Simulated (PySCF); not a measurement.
Si(H)(F)(Br)(NH2) (BrFH3NSi), SMILES N[SiH](F)Br.

Geometry optimised at PBE0-D3(BJ)/def2-SVP. The structure was generated by enumeration, and PubChem lists no compound with its InChIKey, so it may never have been made. The values are those of a single conformer.

Two levels are set side by side: TDDFT-PBE/def2-SVPD (PySCF) and TDDFT-LC-ωPBE/def2-SVPD (PySCF). Vertical, same geometry. The lowest singlet is HOMO→LUMO 98 % with PBE and HOMO→LUMO+1 38 %, HOMO→LUMO 23 %, HOMO→LUMO+6 10 %, HOMO−2→LUMO+1 7 % with the other functional; states are paired by order. Differences are taken from unrounded values.

| quantity | TDDFT-LC-ωPBE |
|---|---|
| lowest singlet excitation (eV) | 7.72 |
| lowest triplet excitation (TDA) (eV) | 7.20 |
| first bright state (f over 0.05) (eV) | 9.01 |
| its oscillator strength | 0.09 |

What does TDDFT-PBE give, and how far is it from TDDFT-LC-ωPBE? (An estimate is asked for; the answer gives what the named calculation found.)


| quantity | TDDFT-PBE | TDDFT-PBE minus TDDFT-LC-ωPBE |
|---|---|---|
| lowest singlet excitation (eV) | 6.23 | -1.49 |
| lowest triplet excitation (TDA) (eV) | 6.07 | -1.13 |
| first bright state (f over 0.05) (eV) | 7.18 | -1.84 |
| its oscillator strength | 0.05 | -0.04 |

Functionals without exact exchange tend to place singlet excitations lower, as here. Differences between two approximate levels are no errors against the true value.

Rough cost on one machine, each run with all the roots and properties that it gave: TDDFT-LC-ωPBE against TDDFT-PBE about 6 times.
